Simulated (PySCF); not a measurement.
# Computed records: CH3ClOSi, CH4B2N

Calculation on a computer-drawn molecule: the log of a Hartree-Fock and frozen-core CCSD(T) single point meant for a local Hartree-Fock minimum, with one planted fault or none, to be diagnosed. Offsets are logged minus clean, where the clean run is the same molecule without the fault. The reference is restricted for singlets and unrestricted otherwise, and also for a bond in bohr or an excited solution. Adding or removing an electron swaps singlet and doublet. The excited solution moves the top pair (singlet) or top alpha electron (doublet) to the lowest empty orbital. Highest occupied and lowest empty are orbital energies over both spins, largest force is the largest gradient component, triples share is (T) over the correlation energy, the T1 limit is 0.02 restricted and 0.045 unrestricted, electrons count all cores, a negative frequency is imaginary (commonest isotopes), and the dipole is about the centre of nuclear charge. Program: PySCF 2.14.0.

Common to all runs: meant multiplicity 1; logged SCF converged yes; logged CC converged yes; logged SCF stable within its kind yes; possible faults no fault, one electron removed, one electron added, multiplicity raised by two, geometry at a saddle point, SCF held on an excited solution, minimal basis STO-3G, one bond length entered in bohr, all coordinates scaled.

```json
{"entry": 1, "formula": "CH3ClOSi", "logged_structure": {"atoms_angstrom": [["C", -2.7516, 0.8122, -0.1569], ["O", -2.8397, 0.2733, -1.4562], ["Si", -2.7998, 1.0748, -2.8789], ["Cl", -2.9953, -0.5563, -4.192], ["H", -3.6531, 0.5522, 0.3959], ["H", -1.8895, 0.3791, 0.3481], ["H", -2.6452, 1.9003, -0.1713]]}, "given": {"meant_charge": 0, "meant_basis": "cc-pV(D+d)Z", "logged_electrons": 48, "logged_basis_functions": 31, "logged_spin_squared": 0.0, "logged_highest_occupied [eV]": -7.193, "logged_lowest_empty [eV]": 5.6945, "logged_largest_force [hartree/bohr]": 0.024394, "logged_T1_diagnostic": 0.019364, "logged_D1_diagnostic": 0.088057, "logged_triples_share": 0.037382, "logged_dipole_magnitude [debye]": 4.3596, "logged_energy_HF [hartree]": -853.2317, "logged_energy_CCSD(T) [hartree]": -853.39884, "drawn_bonds_atom": [1, 2, 3, 1, 1, 1], "drawn_bonds_other_atom": [2, 3, 4, 5, 6, 7], "drawn_bonds_order": [1, 1, 1, 1, 1, 1]}, "results": {"planted_fault": "minimal basis STO-3G", "HF_energy_offset_from_clean_run [kcal/mol]": 6114, "CCSD(T)_energy_offset_from_clean_run [kcal/mol]": 6387}}
{"entry": 2, "formula": "CH3ClOSi", "logged_structure": {"atoms_angstrom": [["C", -2.7516, 0.8122, -0.1569], ["O", -2.8397, 0.2733, -1.4562], ["Si", -2.7998, 1.0748, -2.8789], ["Cl", -2.9953, -0.5563, -4.192], ["H", -3.6531, 0.5522, 0.3959], ["H", -1.8895, 0.3791, 0.3481], ["H", -2.6452, 1.9003, -0.1713]]}, "given": {"meant_charge": 0, "meant_basis": "cc-pV(D+d)Z", "logged_electrons": 49, "logged_basis_functions": 89, "logged_spin_squared": 0.7786, "logged_highest_occupied [eV]": -0.14336, "logged_lowest_empty [eV]": 8.7258, "logged_largest_force [hartree/bohr]": 0.070445, "logged_T1_diagnostic": 0.014145, "logged_D1_diagnostic": 0.048324, "logged_triples_share": 0.024652, "logged_dipole_magnitude [debye]": 3.761, "logged_energy_HF [hartree]": -862.95235, "logged_energy_CCSD(T) [hartree]": -863.55089, "drawn_bonds_atom": [1, 2, 3, 1, 1, 1], "drawn_bonds_other_atom": [2, 3, 4, 5, 6, 7], "drawn_bonds_order": [1, 1, 1, 1, 1, 1]}, "results": {"planted_fault": "one electron added", "HF_energy_offset_from_clean_run [kcal/mol]": 14.52, "CCSD(T)_energy_offset_from_clean_run [kcal/mol]": 16.05}}
{"entry": 3, "formula": "CH4B2N", "logged_structure": {"atoms_angstrom": [["C", -0.4835, -1.0954, 1.2827], ["B", -0.8571, 0.3286, 1.4809], ["B", -1.2742, 1.917, 1.7022], ["N", -1.5795, 3.0791, 1.864], ["H", -1.3896, -1.7138, 1.2314], ["H", 0.1383, -1.4368, 2.121], ["H", 0.081, -1.2054, 0.3473], ["H", -1.8298, 4.0314, 1.9964]]}, "given": {"meant_charge": 1, "meant_basis": "cc-pVDZ", "logged_electrons": 26, "logged_basis_functions": 24, "logged_spin_squared": 0.0, "logged_highest_occupied [eV]": -16.096, "logged_lowest_empty [eV]": -2.9275, "logged_largest_force [hartree/bohr]": 0.072539, "logged_T1_diagnostic": 0.022103, "logged_D1_diagnostic": 0.064922, "logged_triples_share": 0.025576, "logged_dipole_magnitude [debye]": 2.0513, "logged_energy_HF [hartree]": -141.9685, "logged_energy_CCSD(T) [hartree]": -142.22296, "drawn_bonds_atom": [1, 2, 3, 1, 1, 1, 4], "drawn_bonds_other_atom": [2, 3, 4, 5, 6, 7, 8], "drawn_bonds_order": [1, 1, 2, 1, 1, 1, 1]}, "results": {"planted_fault": "minimal basis STO-3G", "HF_energy_offset_from_clean_run [kcal/mol]": 1106, "CCSD(T)_energy_offset_from_clean_run [kcal/mol]": 1255}, "notes": ["T1 above single-reference limit"]}
```
